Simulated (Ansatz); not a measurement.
`F[CH2][GaH][F]` + H₂ → `[F][GaH2]` + fluoromethane at 400 K and 1 bar (hydrogenolysis of a Ga–C bond).

Calculated with Ansatz (gas phase, PBE0-D4/def2-TZVP geometries, no zero-point term in ΔE). CBS: MP2 limit from def2 TZ/QZ plus the TZ coupled-cluster correction, frozen cores. This one scheme is used for every species. For Ga outer-core shells are correlated without core-valence functions, which leaves a few kJ/mol of doubt a bond. Scalar relativity is left out up to krypton. One conformer a species, not always the lowest.

```csv
species,CCSD(T)/CBS energy (Eh),H − E (kJ/mol),S (J/(mol·K))
`F[CH2][GaH][F]`,-2163.39923,125.9,353.2
H₂,-1.17544,38.0,139.0
`[F][GaH2]`,-2024.95631,56.3,268.5
`CF`,-139.63461,117.5,234.3
```

H − E and S are ideal-gas, rigid-rotor, harmonic terms from PBE0-D4/def2-TZVP, for one conformer and one mirror image of each species. For small species the MP2-based limit differs from directly extrapolated CCSD(T) by up to some mEh (0.8 for H₂); such offsets cancel only in part. 1 Eh = 2625.50 kJ/mol, R = 8.31446 J/(mol·K).

**Question.** By hand: ΔE, ΔH, ΔS and ΔG.

**Answer.** ΔE = (-2024.95631) + (-139.63461) − (-2163.39923) − (-1.17544) = -0.01625 Eh = -42.7 kJ/mol. Δ(H − E) = 56.3 + 117.5 − 125.9 − 38.0 = 9.9, so ΔH = -32.8 kJ/mol. ΔS = 268.5 + 234.3 − 353.2 − 139.0 = 10.6 J/(mol·K). ΔG = -32.8 − 400 × (10.6)/1000 = -37.0 kJ/mol.

**Question.** By hand: the equilibrium constant, and the temperature at which ΔG would vanish if ΔH and ΔS stayed fixed.

**Answer.** log₁₀ K = −ΔG/(RT ln 10) = 4.8. ΔH and −TΔS have one sign here, so there is no such temperature.

The number of gas molecules stays the same, so ΔS is small and ΔH decides. A doubt of 5 kJ/mol in ΔE shifts log₁₀ K by 0.7 here. Other conformers and mirror images would add mixing entropy, several J/(mol·K) or more a flexible species. Modes under 60 cm⁻¹, often nearly free rotors, make the harmonic entropy too high. These are equilibria of isolated gas molecules and say nothing of rates. Largest T1 diagnostic: 0.014 (customary marks: 0.02 for closed shells, 0.045 for open ones).

ΔS is within the doubt of such terms, so its sign, and with it that verdict, could turn.
